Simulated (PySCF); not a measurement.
# Working out the excitation energy of C²⁺

C²⁺ [He] 2s2 (1S) → C²⁺ [He] 2p2 (3P). All numbers are calculated (PySCF 2.14, scalar relativity by spin-free X2C-1e, in x2c-QZVPPall (7s4p3d2f1g, 57 functions)). Frozen: nothing. Energies in hartree (1 hartree = 27.21139 eV):

```
            part  C²⁺ (lower)  C²⁺ (upper)
             UHF   -36.423673   -35.857353
CCSD correlation    -0.092809    -0.033018
             (T)    -0.000448    -0.000042
```

Question: What does Hartree-Fock give?

Answer: (-35.857353) − (-36.423673) = 0.566320 hartree = 15.410 eV.

Question: What do CCSD and CCSD(T) give?

Answer: The CCSD correlation energies differ by 0.059791 hartree = 1.627 eV and the triples by 0.000406 hartree = 0.011 eV, so CCSD gives 17.037 eV and CCSD(T) 17.048 eV.

The coupled-cluster amplitudes are large, so a single reference is strained.
